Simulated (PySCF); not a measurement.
Species: sum formula H8Si3NO, net charge 0, doublet state. It need not be the lowest isomer of its formula. SMILES: [SiH3][N][SiH2]O[SiH3]
Geometry from a B3LYP-D3(BJ)/def2-TZVP (Ansatz) optimisation:
```
O
Si 1 1.6367
Si 1 1.6396 2 145.97
N 2 1.7068 1 116.45 3 -30.11
Si 4 1.7193 2 142.34 1 5.67
H 2 1.4785 1 107.35 3 -149.68
H 3 1.4786 1 108.87 2 -136.79
H 3 1.4795 7 109.64 1 119.99
H 5 1.4804 4 110.13 2 -148.45
H 2 1.4814 6 111.69 1 119.41
H 3 1.4827 7 109.46 8 119.64
H 5 1.4850 9 108.94 4 -125.84
H 5 1.4867 9 109.58 12 -118.96
```
Charge 0, spin multiplicity 2.

Dispersion corrections to the total energy (kcal/mol) from the dftd3 and dftd4 libraries through PySCF: D3(BJ) without and D4 with the three-body term, each with the damping fitted for the functional named.

```csv
functional,D3(BJ),D4
B2GP-PLYP,-6.05,-3.39
B2PLYP,?,-5.42
HF,?,-24.69
BLYP,-16.13,-16.37
PBE,-7.35,?
BHLYP,-11.02,-10.01
PBE0,-6.76,-6.63
```

Q: Fill in the missing entries.

A: 
- B2PLYP, D3(BJ): -6.67
- HF, D3(BJ): -52.88
- PBE, D4: -7.68
